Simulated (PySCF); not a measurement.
# Working out the ionisation energy of Cu⁺

Cu⁺ [Ar] 3d10 (1S) → Cu²⁺ [Ar] 3d9 (2D). Computed with PySCF 2.14 in dyall-av2z (16s12p7d2f, 101 functions), with no relativity, point nucleus. Frozen: [Ar]; the 33 highest virtual orbitals dropped. Energies in hartree (1 hartree = 27.21139 eV):

```json
{"part": "UHF", "Cu⁺ (lower)": "-1638.700240", "Cu²⁺ (upper)": "-1638.060856"}
{"part": "CCSD correlation", "Cu⁺ (lower)": "-0.365045", "Cu²⁺ (upper)": "-0.275235"}
{"part": "(T)", "Cu⁺ (lower)": "-0.013150", "Cu²⁺ (upper)": "-0.005273"}
```

Question: What does Hartree-Fock give?

Answer: (-1638.060856) − (-1638.700240) = 0.639384 hartree = 17.399 eV.

Question: What do CCSD and CCSD(T) give?

Answer: The CCSD correlation energies differ by 0.089810 hartree = 2.444 eV and the triples by 0.007877 hartree = 0.214 eV, so CCSD gives 19.843 eV and CCSD(T) 20.057 eV.

A first-order spin-orbit estimate adds -0.105 eV to CCSD(T) (valence), giving 19.952 eV against 20.292 eV (measured; NIST Atomic Spectra Database, ionization energies).

The calculation is non-relativistic.

A double-zeta basis recovers only part of the correlation energy.

What remains against the reference includes basis incompleteness, the frozen core and higher excitations.
